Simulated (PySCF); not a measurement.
PySCF job for AlH2Br, SMILES [AlH2][Br], KT2/pcSseg-2. Geometry: B3LYP-D3(BJ)/def2-TZVP.

```python
import numpy as np
from pyscf import gto, scf, dft
from pyscf.prop.nmr import rks as nmr

mol = gto.M(
    atom='''
    Al    0.00000000    0.00000000    1.55782740
    H     0.00000000    1.39098865    2.28464780
    H     0.00000000   -1.39098865    2.28464780
    Br    0.00000000    0.00000000   -0.70917291
    ''',
    basis='pcSseg-2',
    charge=0,
    spin=0,
    max_memory=1600,
    verbose=3,
)
mf = dft.RKS(mol, xc='kt2')
mf.grids.level = 3
mf.conv_tol = 1e-10
mf.max_cycle = 100
mf.kernel()
n = nmr.NMR(mf)
n.verbose = 2
n.max_cycle_cphf = 60
sigma = n.kernel()
print('atom   isotropic/ppm   span/ppm')
for i, s in enumerate(sigma):
    w = np.linalg.eigvalsh((s + s.T) / 2)
    print(f'{mol.atom_symbol(i):2s}{i + 1:3d} {w.mean():14.3f} {w[2] - w[0]:11.3f}')
```

Program output:

```
converged SCF energy = -2829.90444383335
atom   isotropic/ppm   span/ppm
Al  1        311.735     109.930
H   2         25.735       8.401
H   3         25.735       8.401
Br  4       2412.299     918.302
```

Self-consistency was reached.

Cost: about 10 core-seconds (a rough figure).
